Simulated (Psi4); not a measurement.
Relaxed torsion scan: SMILES FC(F)(F)[SiH2]CBr (C₂H₄BrF₃Si). Scanned: dihedral C2–Si5–C6–Br7; all other coordinates were relaxed at GFN2-xTB. Points at φ and −φ are mirror images. Heavy atoms are numbered in the order of the SMILES FC(F)(F)[SiH2]CBr, hydrogens after them in the order of the atoms that carry them; the mirror image has the same energies with the sign of each dihedral reversed.

Computed with: PBE/def2-SVP // GFN2-xTB (Psi4); PBE-D3(BJ)/def2-SVP // GFN2-xTB (Psi4); MP2/cc-pVTZ = DF-MP2 (frozen core)/cc-pVTZ // GFN2-xTB (Psi4).

Energies relative to the lowest point of each profile, in eV; the last columns give the difference from MP2:

```
φ / °  PBE/def2-SVP  PBE-D3(BJ)/def2-SVP  MP2/cc-pVTZ  PBE/def2-SVP − MP2/cc-pVTZ  PBE-D3(BJ)/def2-SVP − MP2/cc-pVTZ
-----  ------------  -------------------  -----------  --------------------------  ---------------------------------
-160          0.022                0.022        0.029                      -0.007                             -0.007
-140          0.074                0.074        0.088                      -0.014                             -0.014
-120          0.109                0.108        0.122                      -0.012                             -0.014
-100          0.098                0.093        0.104                      -0.006                             -0.011
-80           0.060                0.052        0.069                      -0.009                             -0.017
-60           0.065                0.053        0.069                      -0.004                             -0.016
-40           0.099                0.088        0.114                      -0.014                             -0.026
-20           0.145                0.135        0.175                      -0.030                             -0.040
0             0.166                0.156        0.202                      -0.036                             -0.046
20            0.145                0.135        0.175                      -0.030                             -0.040
40            0.099                0.088        0.114                      -0.014                             -0.026
60            0.065                0.053        0.069                      -0.004                             -0.016
80            0.060                0.052        0.069                      -0.009                             -0.017
100           0.098                0.093        0.104                      -0.006                             -0.011
120           0.109                0.108        0.122                      -0.012                             -0.014
140           0.074                0.074        0.088                      -0.014                             -0.014
160           0.022                0.022        0.029                      -0.007                             -0.007
180           0.000                0.000        0.000                       0.000                              0.000
```

PBE/def2-SVP is furthest from MP2/cc-pVTZ at 0 (-0.036 eV, below); its mean absolute difference over the points is 0.013 eV.

PBE-D3(BJ)/def2-SVP is furthest from MP2/cc-pVTZ at 0 (-0.046 eV, below); its mean absolute difference over the points is 0.019 eV.
